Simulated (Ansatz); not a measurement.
Consider the substitution at a C–C bond: `CC(C)CCC(C)(C)C` + `N=C(O)O` → `CN=C(O)O` + `CC(C)CCC(C)C`.

Computed with Ansatz on PBE0-D4/def2-TZVP structures; ΔE is electronic, products minus reactants. CCSD(T)/CBS is the MP2 limit (def2-TZVPP, def2-QZVPP) plus CCSD(T) − MP2 in def2-TZVPP, frozen cores. Functionals use def2-TZVPP. One conformer a species, not always the lowest.

CCSD(T)/CBS gives +35.3 kJ/mol.

Q: Another level gave +33.4 kJ/mol. Which?
A. MP2/def2-TZVPP
B. ωB97M-V/def2-TZVPP
C. PBE0-D4/def2-TZVPP
D. PBE0/def2-TZVPP

A: B. ωB97M-V 33.4, PBE0 23.8, PBE0-D4 28.7, MP2/def2-TZVPP 39.2 kJ/mol.

Largest T1 diagnostic among the species: 0.013.

The D4 term adds +8.4 kJ/mol with B3LYP and +4.9 kJ/mol with PBE0; it sums over pairs of atoms, weighted by their polarisabilities, and B3LYP, whose exchange is more repulsive, gets the larger term. In def2-TZVPP, CCSD(T) changes the Hartree–Fock value by +13.9 kJ/mol (the triples alone add +1.4 kJ/mol) and MP2 by +17.6 kJ/mol.

B3LYP here is the variant with VWN-RPA as its local correlation; programs differ in this.

CCSD(T)/CBS has its own doubt, a few kJ/mol and more with outer-core shells, so smaller differences from it don't rank the levels.
